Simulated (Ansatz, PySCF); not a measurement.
Reaction (SMILES): O[Si](O)(O)[SiH3] → O[Si](O)(O)[SiH2] + H atom (the H-Si bond at the site shown breaks; other sites are not compared here)
Structures are relaxed separately at B3LYP-D3(BJ)/def2-TZVP in Ansatz (a program for electronic structure), one conformer each, not searched for the lowest.
Geometry of the first species:
```xyz
11

O     -1.1515     0.5771     1.3434
Si    -0.2910     0.3175    -0.0330
O     -1.3285    -0.1281    -1.2227
O      0.4614     1.7603    -0.3213
Si     1.2439    -1.4378     0.1423
H     -0.8407     1.2728     1.9291
H     -2.1588     0.3516    -1.3052
H      1.0233     1.8354    -1.0967
H      0.5617    -2.7328     0.3725
H      2.1697    -1.1782     1.2731
H      2.0539    -1.5389    -1.0984
```

Property: bond dissociation energy (enthalpy at 298 K, with B3LYP-D3(BJ) rigid-rotor harmonic-oscillator terms from PySCF), in kcal/mol. Cores are frozen in the correlated levels unless marked. Open shells are spin-unrestricted. Spin-orbit coupling is left out. Non-relativistic. CBS(X,Y): correlation extrapolated as X^-3; Hartree-Fock from the larger set.

```csv
level,program,bond dissociation energy (kcal/mol),minus last row
HF/6-31G,Ansatz,62.0,-27.1
r2SCAN-D4/def2-TZVPD,Ansatz + dftd4,84.1,-5.0
BHLYP-D4/def2-TZVPD,Ansatz + dftd4,87.7,-1.4
r2SCAN0/def2-TZVPD,Ansatz,84.5,-4.6
RPA@PBE/cc-pV(T+d)Z,Ansatz,86.4,-2.7
RI-MP2/cc-pV(T+d)Z,Ansatz,85.2,-3.9
SCS-MP2/6-31G*,Ansatz,78.7,-10.4
CCSD/cc-pV(D+d)Z,Ansatz,84.6,-4.5
CCSD(T)/cc-pV(D+d)Z,Ansatz,84.7,-4.4
"CCSD(T)/CBS(cc-pV(T+d)Z,cc-pV(Q+d)Z)",Ansatz,89.1,0.0
```
